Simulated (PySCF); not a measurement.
# [Fe(NH3)6]2+: what the settings change

The complex [Fe(NH3)6]2+ (charge +2) contains Fe(II), shell d6. The structure is a PBE0-D3(BJ)/def2-SVP, IEF-PCM water geometry optimised for multiplicity 5; coordination octahedral, point group S6, metal–donor distances 2.23 Å.

```
25

Fe    0.0000    0.0000    0.0000
N     2.2293   -0.0151   -0.0151
H     2.6458    0.9176   -0.0106
H     2.6427   -0.5026    0.7816
H     2.6053   -0.4783   -0.8440
N    -2.2293    0.0151    0.0151
H    -2.6458   -0.9176    0.0106
H    -2.6053    0.4783    0.8440
H    -2.6427    0.5026   -0.7816
N    -0.0151    2.2293   -0.0151
H    -0.0106    2.6458    0.9176
H     0.7816    2.6427   -0.5026
H    -0.8440    2.6053   -0.4783
N     0.0151   -2.2293    0.0151
H     0.0106   -2.6458   -0.9176
H     0.8440   -2.6053    0.4783
H    -0.7816   -2.6427    0.5026
N    -0.0151   -0.0151    2.2293
H     0.9176   -0.0106    2.6458
H    -0.5026    0.7816    2.6427
H    -0.4783   -0.8440    2.6053
N     0.0151    0.0151   -2.2293
H    -0.9176    0.0106   -2.6458
H     0.4783    0.8440   -2.6053
H     0.5026   -0.7816   -2.6427
```

Method (PySCF 2.14, density fitting): CASSCF(6,5) with orbitals averaged over all microstates of the shell, strongly contracted NEVPT2 on the averaged canonical orbitals; basis x2c-TZVPall on the metal, x2c-SVPall elsewhere; spin-free X2C; IEF-PCM water; spin-orbit coupling by state interaction with the mean-field operator over all roots.

Base run: NEVPT2 ground state 5Ag (from 5T2g), next 5Eg (from 5T2g) at 122, then 3Ag (from 3T1g) at 11166 cm⁻¹, 10Dq(CASSCF) 8668, B(CASSCF) 1127, ζ 403 cm⁻¹, μeff(300 K) 5.67 μB.

Q: What happens with the basis x2c-TZVPall on all atoms?

A: NEVPT2 ground state 5Ag (from 5T2g), next 5Eg (from 5T2g) at 116, then 5Eg at 11087 cm⁻¹, 10Dq(CASSCF) 8552, B(CASSCF) 1127, ζ 403 cm⁻¹, μeff(300 K) 5.67 μB. It took 79 s against 50 s on a shared host of the same kind.

Q: What happens with orbitals averaged over the highest spin alone?

A: NEVPT2 ground state 5Ag (from 5T2g), next 5Eg (from 5T2g) at 115, then 5Eg at 10821 cm⁻¹, 10Dq(CASSCF) 8653, B(CASSCF) 1149, ζ 409 cm⁻¹, μeff(300 K) 5.68 μB.

5Eg (from 5T2g) (122 cm⁻¹) lies within 300 cm⁻¹ of 5Ag (from 5T2g) at NEVPT2 level, inside the method's error: they are parts of one split term, whose order is undecided, and g values and low-temperature moments can hang on it. NEVPT2 lifts 5Eg from 9042 to 11341 cm⁻¹; on the d shell alone it tends to overshoot states that fill the eg-type orbitals. The geometry optimisation stopped short of its thresholds.
